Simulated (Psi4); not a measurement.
C₅H₇ (SMILES [CH]1CC12CC2), doublet, geometry from GFN2-xTB. Base run: CCSD/3-21G run with Psi4.

Psi4 was given this input:
```
memory 2 GB

molecule {
0 2
C    -0.00592064    0.06255727    0.04919876
C     0.05276925    0.74146840    1.29776337
C    -0.04143606   -0.73565075    1.32173897
C     0.71684363    0.01914460   -1.25871358
C    -0.78709602    0.06699964   -1.21998696
H     0.71989492    1.44391333    1.74538562
H    -0.98300469   -1.19090749    1.60534724
H     0.81949464   -1.32985821    1.61492175
H     1.19255360   -0.91053662   -1.53692256
H     1.25302117    0.90112219   -1.57731201
H    -1.33584518   -0.82610055   -1.48128458
H    -1.27707539    0.98525249   -1.51013864
}

set {
  basis 3-21g
  reference uhf
}

energy('ccsd')
print_variables()
```

Each row names what was changed in the base input (with any setting that the change needs).

```csv
change,ΔE vs base (kcal/mol),MP2 correlation (Eh),CC correlation without the perturbative part (Eh),basis functions,core-seconds (rough),outcome
base,0.000,-0.43179,-0.47994,59,30,converged
method = mp2,[?],-0.43169,-,59,3,converged
method = cisd,-,-,-,-,-,input refused
puream = off,0.000,-0.43179,-0.47994,59,30,converged
method = mp3,9.23,-0.43169,-,59,5,converged
method = mp2.5,19.77,-0.43169,-,59,4,converged
method = ccsd(t),[?],-0.43179,-0.47994,59,90,converged
method = omp2,27.72,-0.43169,-,59,20,converged
scf_type = pk; mp2_type = conv,0.000,-0.43179,-0.47994,59,30,converged
cc_type = df,-0.001,-0.43169,-0.47997,59,30,converged
```

Q: Complete the blanks.

A: 
- method = mp2, ΔE vs base (kcal/mol): 30.30
- method = ccsd(t), ΔE vs base (kcal/mol): -8.65

Open shells are given as the SCF converged; they aren't shown to be the lowest states, and a large step between rows can be another state.

- method = cisd: ended with `psi4.driver.p4util.exceptions.MissingMethodError: Method=cisd is not available for any derivative level under conditions CI_TYPE=CONV, REFERENCE=UHF, FREEZE_CORE=FALSE, QC_MODULE=(auto). See https://psicode.org/psi4manual/master/introduction.html#ss-cisd. Or d`
